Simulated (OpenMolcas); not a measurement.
CuF (fluorocopper): how far must the integration grid go?

CuF: 2 atoms, total charge 0, spin state singlet. SMILES: `[F][Cu]`. Geometry: a GFN2-xTB relaxation, a rough one for these elements and not checked as a minimum.

```xyz
2

F     0.7304   -0.2616    0.3668
Cu   -0.7304    0.2616   -0.3668
```

Program: OpenMolcas 26.06. Method: MN15-L/pcseg-2. Swept: integration grid. Watched: the energy change with the F1–Cu2 bond stretched from 1.716 to 2.574 Å. Each run: gradient. Hardware: 1 thread of Arm Neoverse V1, shared host.

Deviations are taken from the sweep's last point, which isn't the limit.

```
integration grid  value (eV)  from the best (eV)  wall time
          Coarse      2.0057             +0.0342       19 s
         SG1Grid      1.9777             +0.0062       20 s
            Fine      1.9714             -0.0001       22 s
       UltraFine      1.9715              0.0000       34 s
```

Problem. For a target of 0.005 eV, where can one stop?

Solution. Fine: it is 0.0001 eV off and takes 22 s, against 34 s for UltraFine.

Problem. Which is the coarsest setting good to 0.02 eV?

Solution. SG1Grid: it is 0.0062 eV off and takes 20 s, against 34 s for UltraFine.
